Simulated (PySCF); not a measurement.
PySCF 2.14 output of an unrestricted CAM-B3LYP calculation on a single atom or ion in aug-cc-pwCVTZ-PP with ECP28MDF (8s7p6d4f1g, 96 functions), with scalar relativity through the core potential:

```
SCF conv_tol = 1e-09
number electrons alpha = 14  beta = 10
    T. Yanai, D. P. Tew, and N. C. Handy.,  Chem. Phys. Lett. 393, 51 (2004)
cycle= 1 E= -294.936572364862  delta_E= -0.00576  |g|= 0.0126  |ddm|= 0.57
cycle= 2 E= -294.936653084423  delta_E= -8.07e-05  |g|= 0.00169  |ddm|= 0.145
cycle= 3 E= -294.936658746855  delta_E= -5.66e-06  |g|= 0.00039  |ddm|= 0.0537
cycle= 4 E= -294.936659162506  delta_E= -4.16e-07  |g|= 5.47e-05  |ddm|= 0.0179
cycle= 5 E= -294.936659170627  delta_E= -8.12e-09  |g|= 5.9e-06  |ddm|= 0.00292
cycle= 6 E= -294.936659170638  delta_E= -1.11e-11  |g|= 2.92e-06  |ddm|= 8.04e-05
converged SCF energy = -294.936659170638  <S^2> = 6.0005031  2S+1 = 5.0002012
```

The run itself started from symmetry-adapted Hartree-Fock orbitals and held the occupation by maximum overlap, on a logarithmic radial grid, so the iterations belong to that start.

Q: Which element, charge and spin multiplicity is this?

A: I⁺ (iodine, charge +1), multiplicity 5; the state was [Kr] 4d10 5s2 5p3 6s1, high-spin 5S determinant (an excited configuration).

Energies and moments cover only the electrons outside the core potential. The outer electron is Rydberg-like, and this basis confines it to a smaller radius and binds it less than a complete one would.
